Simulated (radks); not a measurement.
Dy3+, 63 electrons, occupied as [Xe] 4f9. Calculated with a radial shooting solver on a logarithmic mesh with Libxc functionals: scalar-relativistic Kohn-Sham, PBE, spin-polarised, spherical densities, point nucleus; open shells are filled with parallel spins first (spin-orbit coupling, left out, can overturn this in heavy ions).

Normalised radial functions P(r) = r R(r), r in bohr:

```
   r/bohr * 5s up, o 5p down (the largest magnitude, 0.927, reaches the edge; | marks zero, & curves that meet)
 0.002096                             o *
 0.003255                             o  *
 0.005014                             o   *
 0.007785                             |o   *
  0.01199                             | o  *
  0.01847                             |  &
  0.02868                            *|    o
  0.04418                       *     |      o
   0.0686                      *      |   o
   0.1057                          o  |*
   0.1641                    o        |          *
   0.2527                           o | *
   0.3924             *               |            o
   0.6044                          *  |     o
   0.9385          o                  |                          *
    1.446  o                          |                         *
    2.245               o             |       *
    3.457                          o  |*
    5.368                             &
```

5s up: eigenvalue -79.233 eV, 4 radial nodes at r = 0.0256, 0.101, 0.265, 0.626 bohr, <r> = 1.27 bohr, 90 % of the charge inside 1.82 bohr. 5p down: eigenvalue -52.726 eV, 3 radial nodes at r = 0.0911, 0.267, 0.672 bohr, <r> = 1.49 bohr, 90 % of the charge inside 2.17 bohr.
